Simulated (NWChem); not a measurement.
System: CH4BClO; SMILES CB(O)Cl

```xyz
8

B      0.0860    -0.4361    -0.0012
Cl    -0.0851     1.3460    -0.0001
C     -1.1810    -1.3480    -0.0003
H     -1.7908    -1.1523     0.8968
H     -0.9194    -2.4151    -0.0254
H     -1.8247    -1.1161    -0.8638
O      1.3274    -0.9557     0.0000
H      2.0192    -0.2840     0.0017
```
Atoms are numbered in this order, from 1.

All runs: NWChem. Pople sets run with spherical d functions. Geometry: optimised at PBE0/def2-SVP. Level M06-L/6-31G*: energy and gradient on several grids; changes count from the extra-fine grid, which is no exact limit either.

### Question
Which is the coarsest grid (xfine; coarse; fine; xcoarse; medium) from which on the energy stays within 50 μHa and each gradient component within 100 μHa/bohr of xfine?

### Answer
fine.
| grid | size of the energy change (μHa) | largest change of a gradient component (μHa/bohr) | time, medium = 1 (rough) |
|---|---|---|---|
| xcoarse | 2000 | 3000 | about 1 |
| coarse | 300 | 400 | about 1 |
| medium | 30 | 200 | about 1 |
| fine | < 10 | 50 | about 1 |
| xfine | < 10 | < 30 | 2 |
